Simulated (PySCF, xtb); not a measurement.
2-butanone (C₄H₈O), SMILES CCC(=O)C.

GFN2-xTB (xtb) at its own geometry gives an orbital gap of 3.96 eV and a dipole moment of 3.31 D.

Coordinates come from a PBE0-D3(BJ)/def2-SVP optimisation. Other conformers were not sampled.

Q: What does PySCF with ωB97X/def2-TZVP give? (The exact figures need the calculation; the answer reports its results.)

A: gap 11.54 eV (levels -9.59 and 1.95 eV), dipole 2.99 D.
